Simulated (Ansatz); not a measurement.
Reaction (ligand exchange at the Si–C bond): `[SiH3]C1B[SiH2]1` + `O[Si](Cl)(Cl)Cl` → `[SiH3]O[Si](Cl)(Cl)Cl` + `B1C[SiH2]1`

Computed with Ansatz on PBE0-D4/def2-TZVP structures; ΔE is electronic, products minus reactants. CBS: MP2 limit from def2 TZ/QZ plus the TZ coupled-cluster correction, frozen cores. DFT in def2-TZVPP. Each species was taken in one conformer, which may not be the lowest.

```json
{"level": "r2SCAN-D4", "ΔE (kcal/mol)": "-17.7"}
{"level": "ωB97X-V", "ΔE (kcal/mol)": "-17.7"}
{"level": "ωB97M-V", "ΔE (kcal/mol)": "-18.0"}
{"level": "r2SCAN", "ΔE (kcal/mol)": "-17.7"}
{"level": "PBE0", "ΔE (kcal/mol)": "-16.2"}
{"level": "MP2/def2-TZVPP", "ΔE (kcal/mol)": "-18.5"}
{"level": "HF/CBS(def2)", "ΔE (kcal/mol)": "-23.0"}
{"level": "CCSD/CBS(def2)", "ΔE (kcal/mol)": "-18.9"}
```

What does CCSD(T)/CBS give? (Best estimate.)

Ansatz gave: -18.5 kcal/mol. The listed levels differ from it by 0.8, 0.8, 0.5, 0.8, 2.3, 0.0, -4.5, -0.4 kcal/mol.

Largest T1 diagnostic among the species: 0.014.

In def2-TZVPP, CCSD(T) changes the Hartree–Fock value by +3.7 kcal/mol (the triples alone add +0.4 kcal/mol) and MP2 by +4.0 kcal/mol.
